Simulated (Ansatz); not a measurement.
`P[SiH]1CN1` → C• + 6 H• + N• + P• + Si•  (atomization)

Computed with Ansatz on PBE0-D4/def2-TZVP structures; ΔE is electronic, products minus reactants. CCSD(T)/CBS adds triple-zeta CCSD(T) − MP2 to the extrapolated MP2 energy (def2 sets, frozen cores). This one scheme is used for every species, atoms too. Functionals use def2-TZVPP. Open shells (•) are unrestricted, without spin–orbit coupling. Spin–orbit coupling would lower the free atoms: a little for C, Si. Each species was taken in one conformer, which may not be the lowest.

```
             level  ΔE (eV)  difference from CCSD(T)/CBS
           BLYP-D4    33.93                         0.18
          PBE-QIDH    33.40                        -0.35
              BLYP    33.44                        -0.31
           r2SCANh    33.55                        -0.20
     CCSD/def2-SVP    30.52                        -3.23
    MP2/def2-TZVPP    32.79                        -0.96
CCSD(T)/def2-TZVPP    32.63                        -1.12
     HF/def2-QZVPP    23.16                       -10.59
     MP2/CBS(def2)    33.91                         0.16
    CCSD/CBS(def2)    33.19                        -0.56
       CCSD(T)/CBS    33.75                            0
```

(1) What do rigid-rotor, harmonic-oscillator terms from PBE0-D4/def2-TZVP frequencies (298.15 K, 1 bar) make of the CCSD(T)/CBS value? (Best estimate.)

Largest T1 diagnostic among the species: 0.014.

Answers

(1) Ansatz gave: ΔZPE = -1.87 eV, ΔH = +32.33 eV, ΔS = 1008 J/(mol·K), ΔG = +29.21 eV. Open shells count their whole term as degenerate.

From BLYP to BHLYP (50 % exact exchange), in def2-TZVPP and without D4, ΔE moves by −0.78 eV: exact exchange takes away binding that semilocal exchange gives to molecules. At CCSD(T), def2-SVP lies −2.82 eV from the extrapolated value and def2-TZVPP −1.12 eV: correlation converges slowly with the basis, and small sets miss more of it in the bonded molecule than in its fragments. In def2-TZVPP, CCSD(T) changes the Hartree–Fock value by +9.54 eV (the triples alone add +0.56 eV) and MP2 by +9.70 eV; breaking electron pairs costs correlation energy, which Hartree–Fock lacks.

For atomizations the MP2-based limit and the directly extrapolated one differ by several kJ/mol either way, and by 10 to 25 for some Ge, Se and Sn compounds, so smaller differences from it don't rank the levels.
